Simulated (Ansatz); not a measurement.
Reaction (cleavage of the Ge–Al bond): `[Cl][Al]([Cl])[GeH3]` + `[NH2][GeH3]` → `[GeH3][NH][GeH3]` + `[Cl][AlH][Cl]`

Isolated molecules relaxed with PBE0-D4/def2-TZVP in Ansatz; ΔE leaves out vibrations. CCSD(T)/CBS adds triple-zeta CCSD(T) − MP2 to the extrapolated MP2 energy (def2 sets, frozen cores). This one scheme is used for every species. DFT in def2-TZVPP. For Ge outer-core shells are correlated without core-valence functions, which leaves a few kJ/mol of doubt a bond. Scalar relativity is left out up to krypton.

`[Cl][Al]([Cl])[GeH3]`:

```xyz
7

Cl    0.664   -1.327    2.590
Al    0.426   -1.138    0.522
Cl    0.890   -2.809   -0.643
Ge   -0.364    0.967   -0.465
H    -1.748    1.328    0.100
H     0.602    2.110   -0.111
H    -0.469    0.868   -1.994
```

`[NH2][GeH3]`:

Z-matrix (Å, degrees):
```
Ge
N 1 1.843
H 1 1.536 2 106.9
H 1 1.548 2 114.5 3 -120.5
H 1 1.536 2 106.8 3 119.0
H 2 1.011 1 113.7 3 59.1
H 2 1.011 1 113.6 3 -176.9
```

`[GeH3][NH][GeH3]`:

Cartesian coordinates in Å:
```
Ge -1.147 -1.070 0.428
N 0.561 -0.411 0.276
Ge 0.984 1.151 -0.592
H -2.001 -0.308 1.467
H -1.054 -2.547 0.849
H -1.795 -0.927 -0.958
H 1.146 -0.605 1.077
H 0.611 2.415 0.216
H 0.194 1.146 -1.910
H 2.500 1.157 -0.853
```

`[Cl][AlH][Cl]`:

Cartesian coordinates in Å:
```
Cl 1.100 0.981 1.369
Al -0.119 0.065 -0.048
Cl 0.434 -1.814 -0.754
H -1.415 0.769 -0.568
```

**Question.** Is it downhill or uphill in electronic energy at CCSD(T)/CBS, and by how much? (Estimate.)

**Answer.** The calculation gave: Uphill: ΔE = +6.3 kcal/mol.

**Question.** What do these levels give: B97M-V, PBE0-D4, r2SCANh, LC-ωPBE, MP2/def2-SVP, CCSD(T)/def2-SVP? (Best estimate.)

**Answer.** Ansatz gave: B97M-V 4.7, PBE0-D4 9.3, r2SCANh 8.1, LC-ωPBE 7.2, MP2/def2-SVP 2.7, CCSD(T)/def2-SVP 4.0 kcal/mol.

Largest T1 diagnostic among the species: 0.011.

In def2-TZVPP, CCSD(T) changes the Hartree–Fock value by +2.5 kcal/mol (the triples alone add +0.2 kcal/mol) and MP2 by +1.3 kcal/mol. From BLYP to BHLYP (50 % exact exchange), in def2-TZVPP and without D4, ΔE moves by −2.6 kcal/mol. At CCSD(T), def2-SVP lies −2.4 kcal/mol from the extrapolated value and def2-TZVPP −0.8 kcal/mol.
